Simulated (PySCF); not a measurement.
Here is a job for PySCF.
```python
from pyscf import gto, scf, tdscf

mol = gto.Mole()
mol.atom = '''
    C    -0.613253    0.109706    0.058340
    F     0.723739   -0.129472   -0.068851
    H    -0.887410   -0.048861    1.101904
    H    -0.802105    1.141551   -0.239927
    H    -1.144622   -0.585684   -0.592360
'''
mol.basis = '6-31g*'
mol.charge = 0
mol.spin = 0
mol.verbose = 4
mol.build()

mf = scf.RHF(mol)
mf.kernel()
td = mf.TDA()
td.nstates = 15
td.kernel()
td.analyze()
```

**Question.** Give the nuclear repulsion energy at the level HF/6-31G*, TDA (PySCF).

**Answer.** 37.7337 Eh

**Question.** Give the HOMO energy at the level HF/6-31G*, TDA.

**Answer.** -14.17 eV

**Question.** Predict the number of basis functions from HF/6-31G*, TDA.

**Answer.** 34

**Question.** What HOMO-LUMO gap does HF/6-31G*, TDA give?

**Answer.** 20.93 eV

**Question.** Give the dipole moment at the level HF/6-31G*, TDA.

**Answer.** 1.98 D

**Question.** Estimate the total energy that HF/6-31G*, TDA returns for this input.

**Answer.** -139.0327 Eh
